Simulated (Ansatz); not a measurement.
System: C$_{6}$H$_{11}$ (charge 0, doublet). It need not be the lowest isomer of its formula. SMILES: C/C=C\[C](C)C
Structure (B3LYP-D3(BJ)/def2-TZVP (Ansatz, an electronic-structure program) minimum search):
```xyz
17

C      1.9896    -1.2114    -0.4339
C      1.6772    -0.0108     0.4026
C      0.4647     0.6385     0.5676
C     -0.8064     0.3577     0.0848
C     -1.9254     1.3199     0.3408
C     -1.1809    -0.8511    -0.7192
H      1.4867    -1.1881    -1.4017
H      3.0629    -1.2766    -0.6175
H      1.6962    -2.1474     0.0572
H      2.5132     0.4108     0.9484
H      0.5220     1.5341     1.1814
H     -2.3617     1.6749    -0.6009
H     -2.7429     0.8402     0.8917
H     -1.5966     2.1907     0.9077
H     -1.1615    -0.6365    -1.7953
H     -0.5279    -1.7007    -0.5417
H     -2.2040    -1.1577    -0.4854
```
Charge 0, spin multiplicity 2.

Computed values are from Ansatz. Correlated levels leave the core frozen unless marked. Open shells are spin-unrestricted. Spin-orbit coupling is left out. Non-relativistic. CBS marks a two-point X^-3 extrapolation of the correlation energy; Hartree-Fock from the larger set. The bracket is a focal-point correction in the basis named.

```yaml
atomisation energy De: 1651.3 kcal/mol at RI-MP2/CBS(cc-pVTZ,cc-pVQZ)+[CCSD(T)-MP2]/cc-pVTZ
total_energy: -234.8791 Eh at RI-MP2/CBS(cc-pVTZ,cc-pVQZ)+[CCSD(T)-MP2]/cc-pVTZ
dipole_moment: 0.46 D at CCSD(T)/aug-cc-pVDZ
T1 diagnostic: 0.021 at CCSD/cc-pVTZ
```

The UHF reference is spin-contaminated (<S^2> 0.20 over the pure value in the largest basis).
